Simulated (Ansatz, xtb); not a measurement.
## Two isomers of C5H5F3S

We compare a, `FC(F)(F)[C@@H]1CCC1=S`, a singlet, with b, `F[C@@H]1CC(F)(F)CC1=S`, a singlet. Both are isolated molecules in the gas phase, relaxed with PBE0-D3(BJ)/def2-SVP, each in the lowest conformer that the search found.

Question: Estimate which is lower in electronic energy at CCSD(T)/def2-SVP + ΔMP2/def2-TZVPP, and by roughly how much.

Answer: The CCSD(T)/def2-SVP + ΔMP2/def2-TZVPP calculation puts structure b lower, by 8.6 kcal/mol.

Level by level:

```json
{"level": "GFN2-xTB", "geometry": "GFN2-xTB", "E(b) − E(a) (kcal/mol)": "−11.0", "departure from the last row (kcal/mol)": "−2.4", "job, with rough time for the two": "optimisation, 0.2 s"}
{"level": "HF/STO-3G", "geometry": "GFN2-xTB", "E(b) − E(a) (kcal/mol)": "−13.3", "departure from the last row (kcal/mol)": "−4.8", "job, with rough time for the two": "single point, 0.52 s"}
{"level": "r2SCAN-D4/def2-SVP", "geometry": "GFN2-xTB", "E(b) − E(a) (kcal/mol)": "−5.0", "departure from the last row (kcal/mol)": "+3.6", "job, with rough time for the two": "single point, 4.8 s"}
{"level": "PBE0-D3(BJ)/def2-SVP", "geometry": "PBE0-D3(BJ)/def2-SVP", "E(b) − E(a) (kcal/mol)": "−5.9", "departure from the last row (kcal/mol)": "+2.7", "job, with rough time for the two": "optimisation, 61 s"}
{"level": "HF/def2-SVP", "geometry": "PBE0-D3(BJ)/def2-SVP", "E(b) − E(a) (kcal/mol)": "−6.9", "departure from the last row (kcal/mol)": "+1.7", "job, with rough time for the two": "part of the CCSD(T) run"}
{"level": "MP2/def2-SVP", "geometry": "PBE0-D3(BJ)/def2-SVP", "E(b) − E(a) (kcal/mol)": "−4.7", "departure from the last row (kcal/mol)": "+3.9", "job, with rough time for the two": "part of the CCSD(T) run"}
{"level": "CCSD(T)/def2-SVP", "geometry": "PBE0-D3(BJ)/def2-SVP", "E(b) − E(a) (kcal/mol)": "−5.6", "departure from the last row (kcal/mol)": "+3.0", "job, with rough time for the two": "single point"}
{"level": "CCSD(T)/def2-SVP + ΔMP2/def2-TZVPP", "geometry": "PBE0-D3(BJ)/def2-SVP", "E(b) − E(a) (kcal/mol)": "−8.6", "departure from the last row (kcal/mol)": "", "job, with rough time for the two": "single point, 3 min"}
```

As drawn, both hold the same kinds of bond in the same numbers. Structure a has a 4-membered ring, b a 5-membered ring.

None of the levels shown reverses the order. The largest departure from CCSD(T)/def2-SVP + ΔMP2/def2-TZVPP is that of HF/STO-3G, 4.8 kcal/mol. The last row adds to CCSD(T) the change of the MP2 difference between the two basis sets, here −3.0 kcal/mol.

With thermal terms from frequencies at re-optimised GFN2-xTB minima (ideal gas, soft modes damped towards free rotors, one conformer each, 298.15 K, 1 atm): the zero-point term adds +0.2 kcal/mol; ΔH is −8.6 and ΔG −8.0 kcal/mol.

The correlated steps freeze 13 core orbitals. Codes used: Ansatz 0.2.0, xtb 6.7.1; the last row on 4 threads of Arm Neoverse V1 on a shared host.
